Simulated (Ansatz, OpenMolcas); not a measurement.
## A ladder of methods for CuCl (cuprous chloride)

CuCl: 2 atoms, total charge 0, spin state singlet. SMILES: `[Cl][Cu]`. Geometry: relaxed at PBE0-D4/def2-TZVP.

```xyz
2

Cl    0.8983   -0.3452    0.4464
Cu   -0.8688    0.2850   -0.4424
```

Each level gives the dipole moment (D). The values are calculated.

| level | kind | program | value (D) | CPU time |
| --- | --- | --- | --- | --- |
| SVWN5/cc-pVTZ | LDA | OpenMolcas | 4.38 | 23 s |
| PBE/cc-pVTZ | GGA | OpenMolcas | 4.45 | 24 s |
| PBEsol/cc-pVTZ | GGA | Ansatz | 4.47 | 2 s |
| revPBE/cc-pVTZ | GGA | OpenMolcas | 4.51 | 29 s |
| TPSS/cc-pVTZ | meta-GGA | OpenMolcas | 4.69 | 32 s |
| r2SCAN/cc-pVTZ | meta-GGA | OpenMolcas | 4.87 | 30 s |
| B3LYP/cc-pVTZ | global hybrid | OpenMolcas | 4.91 | 24 s |
| BHLYP/cc-pVTZ | global hybrid | OpenMolcas | 5.61 | 25 s |

The values span 4.38 to 5.61 D. Times are those of the runs behind each value, whatever else they computed, on shared processors of several kinds: orders of magnitude only.
